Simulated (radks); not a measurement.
The numbers below are computed, except where a source is named.
The bromine anion Br-, [Kr], held by a Watson sphere: a shell of charge +0.72 at radius R that stands for the Madelung well of a crystal (potential energy -0.72/R inside, -0.72/r outside, in hartree with lengths in bohr). Level of theory: scalar-relativistic Kohn-Sham, r2SCAN, spin-polarised, spherical densities, finite nucleus; meta-GGA in the generalised Kohn-Sham scheme; Fermi nuclear charge, rms radius of each element as measured or else 0.836 A^(1/3) + 0.57 fm (a radial shooting solver on a logarithmic mesh with Libxc functionals).

| R (bohr) | e(3d) (eV) | e(4s) (eV) | e(4p) (eV) | <r> 4p (bohr) | sum of <r^2> (bohr^2) | X-ray form factor at sin(theta)/lambda = 0.2 1/angstrom |
|---|---|---|---|---|---|---|
| 2.93 | -63.965 | -17.688 | -5.526 | 2.211 | 49.27 | 27.771 |
| 3.21 | -63.784 | -17.409 | -5.270 | 2.229 | 49.96 | 27.755 |
| 4.54 | -62.877 | -16.304 | -4.179 | 2.279 | 52.08 | 27.732 |
| 4.86 | -62.675 | -16.087 | -3.960 | 2.285 | 52.38 | 27.731 |

Estimate the row for R = 3.77 bohr.

Answer. e(3d) (eV) -63.399; e(4s) (eV) -16.902; e(4p) (eV) -4.779; <r> 4p (bohr) 2.256; sum of <r^2> (bohr^2) 51.07; X-ray form factor at sin(theta)/lambda = 0.2 1/angstrom 27.738.
